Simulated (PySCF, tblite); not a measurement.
Isomers of C6H6ClPS, one GFN2-xTB conformer each. Single-point energies are computed at PBE0/pcSseg-1 (PySCF, gas phase, no added dispersion term), electronic only.

Question: Rank them by PBE0/pcSseg-1 energy, lowest first (kJ/mol).
A. `[CH3:1][S:2][c:3]1[cH:4][cH:5][cH:6][p:7][c:8]1[Cl:9]` with C1–S2–C3–C4 -2°
B. `[Cl:1][c:2]1[p:3][c:4]([CH:5]2[CH2:6][CH2:7]2)[cH:8][s:9]1` with P3–C4–C5–C6 -35°

Answer: A (0.0), B (76.4).

As drawn, the higher has a three-membered ring, which the lower lacks. GFN2-xTB itself gives, in the same order: 0.0, 36.5. Both levels put the same isomer lowest.

Q: Which frontier levels, dipoles and rotational constants go with these structures?

A: 
| SMILES | HOMO (eV, PBE0/pcSseg-1) | LUMO (eV) | dipole (D) | A, B, C (MHz) |
| --- | --- | --- | --- | --- |
| CSc1cccpc1Cl | -6.56 | -1.80 | 3.85 | 1425, 913.7, 558.7 |
| Clc1pc(C2CC2)cs1 | -6.81 | -1.65 | 2.59 | 2269, 631.8, 514.0 |

Q: What happens when harmonic zero-point energies from GFN2-xTB frequencies are added?

A: 
```tsv
SMILES	ZPE (kJ/mol)	electronic (kJ/mol)	with ZPE (kJ/mol)
CSc1cccpc1Cl	263.6	0.0	0.0
Clc1pc(C2CC2)cs1	267.2	76.4	79.9
```

The zero-point energies span 3.6 kJ/mol. The order is unchanged.
